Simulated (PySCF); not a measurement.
**Working with the constants of NaBr⁻**

UHF-CCSD(T) constants of NaBr⁻, ²Σ⁺ (doublet), unpaired electrons σ ↑ (PySCF, no relativity, basis sets Na def2-SVPD, Br def2-SVPD; masses 22.9898 and 78.9183 u):

* ωe: 201.2 cm⁻¹
* ωexe: 1.39 cm⁻¹
* Be: 0.12595 cm⁻¹
* αe: 0.00117 cm⁻¹
* D (centrifugal): 1.97e-07 cm⁻¹
* De to Na + Br⁻: 1.14 eV

Task: Give the vibrational terms G(v) and spacings up to v = 6.

Result: G(v) = ωe(v+½) − ωexe(v+½)².

```json
{"v": "0", "G(v) (cm⁻¹)": "100.3", "G(v) − G(v−1)": "", "Bv (cm⁻¹)": "0.1254"}
{"v": "1", "G(v) (cm⁻¹)": "298.7", "G(v) − G(v−1)": "198.4", "Bv (cm⁻¹)": "0.1242"}
{"v": "2", "G(v) (cm⁻¹)": "494.3", "G(v) − G(v−1)": "195.6", "Bv (cm⁻¹)": "0.1230"}
{"v": "3", "G(v) (cm⁻¹)": "687.2", "G(v) − G(v−1)": "192.9", "Bv (cm⁻¹)": "0.1219"}
{"v": "4", "G(v) (cm⁻¹)": "877.3", "G(v) − G(v−1)": "190.1", "Bv (cm⁻¹)": "0.1207"}
{"v": "5", "G(v) (cm⁻¹)": "1064.6", "G(v) − G(v−1)": "187.3", "Bv (cm⁻¹)": "0.1195"}
{"v": "6", "G(v) (cm⁻¹)": "1249.1", "G(v) − G(v−1)": "184.5", "Bv (cm⁻¹)": "0.1183"}
```

Task: How well does the Morse estimate ωe²/(4ωexe) reproduce De, and what is D0?

Result: It gives 0.90 eV, 79 % of the computed De. D0 = De − G(0) = 1.14 − 0.01 = 1.13 eV.

Correlated steps freeze 10 core orbitals. Correlated levels converge slowly with the basis: in double zeta they bind strong bonds too weakly, by up to about 1 eV, and carry superposition errors of some tenths. Spin–orbit coupling is left out. For an ion De counts to the pair picked by the measured ionisation energies or electron affinities, which need not be the lowest pair at this level. The state is the lowest determinant that a PBE0 search found; another state may lie lower at other levels.
